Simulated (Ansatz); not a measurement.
C₂H₆BrSb⁻, that is SbMe2Br with one electron more. Charge -1, multiplicity 2. Geometry B3LYP-D4/def2-SVP, that of the neutral singlet; atoms count from 1.

```csv
atom,x (Å),y (Å),z (Å)
Sb1,0.550,-0.144,-1.215
C2,1.421,0.091,0.776
H3,0.803,0.784,1.363
H4,2.443,0.486,0.692
H5,1.450,-0.895,1.268
C6,-1.437,-0.610,-0.432
H7,-2.170,-0.587,-1.249
H8,-1.710,0.132,0.332
H9,-1.417,-1.617,0.014
Br10,0.068,2.360,-1.550
```

In the def2 sets Sb takes a core potential; there is no spin–orbit coupling. The highest occupied level of the charge -1 doublet lies above zero (up to 1.46 eV). Energy differences put its binding near zero (0.09 eV; vertical, to the charge 0 singlet, at PBE0-D4/def2-TZVPD), which leaves it undecided.

(1) Estimate the Mulliken populations from the PBE0/def2-TZVPD orbitals of Ansatz.

(2) Where does the spin sit?

(3) And the Mayer bond orders between bonded heavy atoms (over 0.3)?

Answers

(1) 
```json
{"atom": "Sb1", "charge (e)": "0.14", "spin (α − β)": "0.80"}
{"atom": "C2", "charge (e)": "-0.86", "spin (α − β)": "-0.02"}
{"atom": "H3", "charge (e)": "0.20", "spin (α − β)": "0.01"}
{"atom": "H4", "charge (e)": "0.19", "spin (α − β)": "0.00"}
{"atom": "H5", "charge (e)": "0.26", "spin (α − β)": "-0.03"}
{"atom": "C6", "charge (e)": "-0.86", "spin (α − β)": "-0.02"}
{"atom": "H7", "charge (e)": "0.19", "spin (α − β)": "0.00"}
{"atom": "H8", "charge (e)": "0.20", "spin (α − β)": "0.01"}
{"atom": "H9", "charge (e)": "0.26", "spin (α − β)": "-0.03"}
{"atom": "Br10", "charge (e)": "-0.72", "spin (α − β)": "0.28"}
```
Mulliken values and Mayer orders depend strongly on the basis. With diffuse functions, as here, like atoms can get unlike values, and bond orders can come out too low or too high.

(2) Summed by element: Sb 0.80, C -0.04, H -0.04, Br 0.28, of 1 unpaired in all. Largest on single atoms: Sb1 0.80, Br10 0.28, H9 -0.03.

(3) Sb1–C2 0.91 (2.19 Å); Sb1–C6 0.91 (2.19 Å); Sb1–Br10 0.82 (2.57 Å).
